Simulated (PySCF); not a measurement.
Assignment exercise: C₅H₁₀O₂

Geometry:
```
atom   x (Å)   y (Å)   z (Å)
  C1  -2.761  -0.162  -0.005
  C2  -1.308  -0.543   0.222
  C3  -0.462   0.676   0.514
  O4   0.901   0.328   0.781
  C5   1.697   0.176  -0.286
  C6   3.095  -0.166   0.132
  O7   1.331   0.317  -1.422
  H8  -2.865   0.499  -0.868
  H9  -3.375  -1.046  -0.187
 H10  -3.178   0.356   0.864
 H11  -1.224  -1.242   1.060
 H12  -0.908  -1.045  -0.662
 H13  -0.804   1.180   1.420
 H14  -0.494   1.378  -0.322
 H15   3.653  -0.528  -0.728
 H16   3.579   0.734   0.521
 H17   3.090  -0.908   0.930
```

All values are calculated (PySCF 2.14): wB97X-D/pcSseg-2 with gauge-including orbitals, coordinates at the PBE0-D3(BJ)/def2-TZVP level. Equivalent nuclei averaged, single conformer, non-relativistic Hamiltonian, gas phase.

Scale: ¹³C and ¹H vs TMS (reference shieldings calculated alike).

(1) Assign these signals to the numbered atoms. ¹³C{¹H} NMR (computed): δ 182.5 (C), 70.6 (CH2), 25.8 (CH2), 23.3 (CH3), 11.6 (CH3).

(2) Assign these signals to the numbered atoms. ¹H NMR (600 MHz, computed): δ 3.96 (t, 2H), 1.95 (s, 3H), 1.61 (m, 2H), 0.87 (t, 3H).

Results:

(1) 
| δ (ppm) | atoms | environment | reason |
| --- | --- | --- | --- |
| 182.5 | C5 | ester carbonyl carbon | lone-pair donation from the attached heteroatom keeps it upfield of a ketone carbonyl |
| 70.6 | C3 | sp3 CH2 bonded to O | deshielded by the electronegative neighbour |
| 25.8 | C2 | sp3 CH2 | a saturated carbon with 2 carbon neighbours and no heteroatom attached |
| 23.3 | C6 | methyl carbon α to a carbonyl | the adjacent C=O deshields it moderately |
| 11.6 | C1 | methyl carbon | aliphatic region, no heteroatom directly attached |

(2) 
| δ (ppm) | atoms | environment | reason |
| --- | --- | --- | --- |
| 3.96 | H13/H14 | hydrogen on an sp3 CH2 bonded to O | its carbon carries O, hence the downfield position |
| 1.95 | H15/H16/H17 | hydrogen on a methyl carbon α to a carbonyl | α to C=O |
| 1.61 | H11/H12 | hydrogen on an sp3 CH2 | – |
| 0.87 | H8/H9/H10 | hydrogen on a methyl carbon | far from electronegative atoms and π systems |

Shifts are as computed. Against solution values, carbons near 30 ppm lie about +3 ppm off and those near 130 ppm about +10 ppm. Of 1211 compounds with measured shifts, 218 miss one by over three times the rms of a fit or turn the order of signals round; such compounds aren't used in these exercises. Multiplicities follow the n + 1 count of equivalent neighbours, as no J values were calculated; m marks all less simple cases, F and P coupling included.
